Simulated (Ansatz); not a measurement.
The first iterations of a band of C2H7FSi2 (12 atoms, charge 0, multiplicity 1).

These are results of Ansatz, RKS PBE0/def2-SVP, not measurements.

| Item | Value |
| --- | --- |
| movable images | 8 |
| climbing image | no |
| spring | 5.0 eV/Å² |
| optimiser | quadratic models (default) |
| start path | through a guess of the saddle point |
| force threshold | 0.05 eV/Å |
| iteration limit | 60 |
| end points | relaxed |

Image 0:

```xyz
12
Properties=species:S:1:pos:R:3
C -1.396 0.663 -0.529
Si 0.059 -0.488 -0.804
C 0.940 -0.851 0.839
Si 2.169 0.518 1.261
F 1.089 1.753 1.452
H -1.054 1.565 0.000
H -1.855 0.963 -1.483
H -2.168 0.175 0.086
H -0.368 -1.773 -1.444
H 1.465 -1.819 0.780
H 0.156 -0.921 1.616
H 1.041 0.158 -1.740
```

Image 9:

```xyz
12
Properties=species:S:1:pos:R:3
C -1.857 0.543 -0.387
Si -0.222 -0.319 -0.701
C 0.752 -0.904 0.857
Si 1.781 0.425 0.014
F 1.959 1.814 0.852
H -1.760 1.261 0.440
H -2.185 1.095 -1.281
H -2.637 -0.189 -0.125
H -0.261 -1.302 -1.824
H 1.128 -1.934 0.936
H 0.276 -0.591 1.800
H 3.103 0.046 -0.549
```

| iteration | highest image above the first end (eV) | largest band force component (eV/Å) |
| --- | --- | --- |
| 1 | 3.935 | 6.727 |
| 2 | 1.869 | 3.300 |
| 3 | 1.326 | 4.126 |
| 4 | 1.246 | 0.861 |

**Question.** Does the band converge within its limit, and where does its top end?

**Answer.** The forces met the threshold. It ended after 13 iterations with the highest image 1.082 eV above the first end. No image climbed, so the highest image needn't sit at the top of the path. The orbitals stay closed-shell, which can raise the energy where a bond breaks towards radicals; this wasn't checked here.

Run time: 4.5 min on 2 threads of Intel(R) Xeon(R) Platinum 8488C (Sapphire Rapids) (shared host), peak memory 0.28 GiB.
